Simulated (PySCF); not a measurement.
MgZn⁺ at HSE06

Computed with HSE06; PySCF, no relativity, basis sets Mg 6-31G(d,p), Zn 6-31G(d,p).

```
state                                                                                                              : ²Σ⁺ (doublet), unpaired electrons σ ↑
bond length                                                                                                        : 2.614 Å
harmonic wavenumber                                                                                                : 234 cm⁻¹
force constant                                                                                                     : 0.561 mdyn/Å
rotational constant Be                                                                                             : 0.1415 cm⁻¹
anharmonicity ωexe                                                                                                 : 1.40 cm⁻¹
vibration–rotation constant αe                                                                                     : 0.00111 cm⁻¹
well depth De to Mg⁺ + Zn                                                                                          : 1.49 eV
dissociation energy D0                                                                                             : 1.47 eV
bond order (Mayer)                                                                                                 : 0.78
dipole moment (positive dipole points towards Zn; it is taken about the centre of mass and depends on that origin) : -3.75 D
```

For an ion De counts to the pair picked by the measured ionisation energies or electron affinities, which need not be the lowest pair at this level. The state is the lowest determinant that a PBE0 search found; another state may lie lower at other levels.
